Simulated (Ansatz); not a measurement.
`F[Si](F)(F)[SeH]` and `F[SiH](F)[SeH]` differ in one atom or group.

Ansatz, PBE0-D4/def2-TZVP geometries, multiplicity 1. Each molecule was computed in one conformer, which needn't be the lowest.

Scalar relativity is left out up to krypton.

```json
{"property": "HOMO–LUMO gap (B3LYP/def2-TZVPP) / eV", "`F[Si](F)(F)[SeH]`": "7.00"}
{"property": "HOMO energy (B3LYP/def2-TZVPP) / eV", "`F[Si](F)(F)[SeH]`": "-7.74"}
{"property": "LUMO energy (B3LYP/def2-TZVPP) / eV", "`F[Si](F)(F)[SeH]`": "-0.74"}
{"property": "HOMO–LUMO gap (PBE0/def2-TZVPP) / eV", "`F[Si](F)(F)[SeH]`": "7.54"}
{"property": "HOMO energy (PBE0/def2-TZVPP) / eV", "`F[Si](F)(F)[SeH]`": "-8.01"}
{"property": "ideal-gas entropy at 298 K and 1 bar (rigid rotor, harmonic PBE0-D4/def2-TZVP) / J/(mol·K)", "`F[Si](F)(F)[SeH]`": "346"}
```

Question: Give the same properties after the change, and the shifts. (Estimate.)

Answer: The calculation gave: 
| property | `F[SiH](F)[SeH]` | shift |
| --- | --- | --- |
| HOMO–LUMO gap (B3LYP/def2-TZVPP) / eV | 6.84 | -0.16 |
| HOMO energy (B3LYP/def2-TZVPP) / eV | -7.50 | 0.24 |
| LUMO energy (B3LYP/def2-TZVPP) / eV | -0.66 | 0.08 |
| HOMO–LUMO gap (PBE0/def2-TZVPP) / eV | 7.36 | -0.18 |
| HOMO energy (PBE0/def2-TZVPP) / eV | -7.76 | 0.25 |
| ideal-gas entropy at 298 K and 1 bar (rigid rotor, harmonic PBE0-D4/def2-TZVP) / J/(mol·K) | 329 | -17 |

With PBE0 the HOMO rises by 0.25 eV and the LUMO rises by 0.08 eV, so the gap narrows by about 0.17 eV. PBE moves the HOMO by 0.21 eV and ωB97M-V by 0.25 eV.

B3LYP here is the variant with VWN-RPA as its local correlation; programs differ in this.

Spin–orbit coupling is left out; it splits and shifts lone-pair levels of the heavy atoms by tenths of an eV.
